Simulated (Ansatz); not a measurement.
Calculated with Ansatz (gas phase, PBE0-D4/def2-TZVP geometries, no zero-point term in ΔE). CCSD(T)/CBS is the MP2 limit (def2-TZVPP, def2-QZVPP) plus CCSD(T) − MP2 in def2-TZVPP, frozen cores. This one scheme is used for every species. Functionals use def2-TZVPP. HSE06 is defined as in plane-wave codes. Each species was taken in one conformer, which may not be the lowest.

`CO[SiH](C)F` + H₂ → `C[SiH2]F` + CH₃OH  (hydrogenolysis of the Si–O bond)

(1) Is it downhill or uphill in electronic energy at CCSD(T)/CBS, and by how much? (An estimate is asked.)

(2) What do these levels give: LDA (SPW92), HSE06-D4, BHLYP-D4, ωB97M-V, CAM-B3LYP, LC-ωPBE, RPA@PBE/def2-TZVPP, CCSD(T)/def2-SVP, HF/def2-TZVPP, MP2/def2-TZVPP, HF/def2-QZVPP, CCSD/CBS(def2)? (Best estimate.)

(3) What do rigid-rotor, harmonic-oscillator terms from PBE0-D4/def2-TZVP frequencies (298.15 K, 1 bar) make of the CCSD(T)/CBS value? (Estimate.)

Largest T1 diagnostic among the species: 0.011.

Results:

(1) The calculation gave: Uphill: ΔE = +1.04 eV.

(2) Ansatz gave: LDA (SPW92) 1.03, HSE06-D4 0.97, BHLYP-D4 1.06, ωB97M-V 1.05, CAM-B3LYP 1.00, LC-ωPBE 0.95, RPA@PBE/def2-TZVPP 0.99, CCSD(T)/def2-SVP 0.89, HF/def2-TZVPP 0.92, MP2/def2-TZVPP 1.09, HF/def2-QZVPP 0.93, CCSD/CBS(def2) 1.01 eV.

(3) The calculation gave: ΔZPE = +0.18 eV, ΔH = +1.17 eV, ΔS = 37 J/(mol·K), ΔG = +1.05 eV.

The D4 term adds +0.11 eV with B3LYP and +0.06 eV with PBE0; it sums over pairs of atoms, weighted by their polarisabilities, and B3LYP, whose exchange is more repulsive, gets the larger term. At CCSD(T), def2-SVP lies −0.15 eV from the extrapolated value and def2-TZVPP −0.01 eV.

B3LYP here is the variant with VWN-RPA as its local correlation; programs differ in this.
